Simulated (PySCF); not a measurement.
Delta-SCF ions had no search for a lower state. Excitations are Tamm–Dancoff values on a coarser integration grid. The basis has no diffuse functions, so Rydberg states are missing or too high.

Cartesian coordinates (Å):
```xyz
6

O      2.8881    -0.1197     0.2485
C      1.7402    -0.0204     0.0826
C      0.4828     0.1150    -0.1008
Si    -1.1591     0.0343    -0.3238
H     -1.9391    -1.2239    -0.3500
H     -2.0125     1.2259    -0.5204
```
Charge 0, multiplicity 1.

Question: Give the dipole moment, vertical ionisation energy (Delta-SCF) and S1 excitation (TDA) at the level PBE0-D3(BJ)/def2-TZVP run with PySCF 2.14.0.

Answer: 
The dipole moment comes out as 3.88 D. The vertical ionisation energy (Delta-SCF) comes out as 8.96 eV. The S1 excitation (TDA) is 2.44 eV.
